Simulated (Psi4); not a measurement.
Pair of molecules: HF (SMILES F) (first 2 atoms) with CH2O2 (SMILES O=CO); geometry from B3LYP-D3(BJ)/def2-TZVP, rigid monomers moved along the line of their centres of mass till H2···O3 is 2.93 Å.
(charge 0, multiplicity 1):
```json
[
 {"atom": "F", "x (Å)": "0.3902", "y (Å)": "0.0014", "z (Å)": "0.4621"},
 {"atom": "H", "x (Å)": "-0.1553", "y (Å)": "-0.4725", "z (Å)": "1.0950"},
 {"atom": "O", "x (Å)": "-0.8684", "y (Å)": "-0.7522", "z (Å)": "3.9190"},
 {"atom": "C", "x (Å)": "-0.2871", "y (Å)": "-0.0026", "z (Å)": "4.6765"},
 {"atom": "O", "x (Å)": "0.6134", "y (Å)": "0.8986", "z (Å)": "4.3284"},
 {"atom": "H", "x (Å)": "-0.4579", "y (Å)": "-0.0003", "z (Å)": "5.7572"},
 {"atom": "H", "x (Å)": "0.7411", "y (Å)": "0.8689", "z (Å)": "3.3537"}
]
```

Level of theory: SAPT0/jun-cc-pV(D+d)Z (Psi4).

Give the four SAPT terms and the total, and say what mostly holds the pair together.

electrostatics -13.8, exchange 1.2, induction -1.2, dispersion -1.1, total -14.9 kJ/mol; the largest attraction is electrostatics.
